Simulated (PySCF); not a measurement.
**AsPb⁺ at PBE0**

Level: PBE0. basis As cc-pVDZ-PP with ECP10, Pb cc-pVDZ-PP with ECP60; scalar-relativistic core potentials; PySCF 2.14.

```json
{
 "state": "³Π (triplet), unpaired electrons σ ↑, π ↑, a second solution, started from another occupation",
 "bond length": "2.564 Å",
 "harmonic wavenumber": "200 cm⁻¹",
 "force constant": "1.30 mdyn/Å",
 "rotational constant Be": "0.04657 cm⁻¹",
 "bond order (Mayer)": "1.72",
 "dipole moment (positive dipole points towards Pb; it is taken about the centre of mass and depends on that origin)": "0.81 D"
}
```

Spin–orbit coupling is left out, which matters for elements this heavy, above all for dissociation energies.
